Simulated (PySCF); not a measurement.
# C²⁺ (carbon, charge +2): r2SCAN calculation

Configuration: [He] 2s2, closed-shell 1S. All numbers are calculated (PySCF 2.14, the spin-free X2C one-electron Hamiltonian (Gaussian nucleus), in aug-cc-pVDZ-DK (4s3p2d, 23 functions)).

```json
{"Total energy": "-36.4946 hartree", "One-electron energy": "-44.0878 hartree", "Hartree (Coulomb) energy": "11.9684 hartree", "Exchange-correlation energy": "-4.3752 hartree", "⟨S²⟩": "0.0000", "⟨L²⟩": "0.000", "Sum of ⟨r⟩": "3.296 bohr", "Sum of ⟨r²⟩": "4.672 bohr²", "Langevin diamagnetic susceptibility": "-3.70 ×10⁻⁶ cm³/mol"}
```

```
shell  electrons  mean orbital energy (hartree)  rms radius, mean of both spins (bohr)
   1s          2                      -11.50659                                  0.313
   2s          2                       -1.49706                                   1.50
```
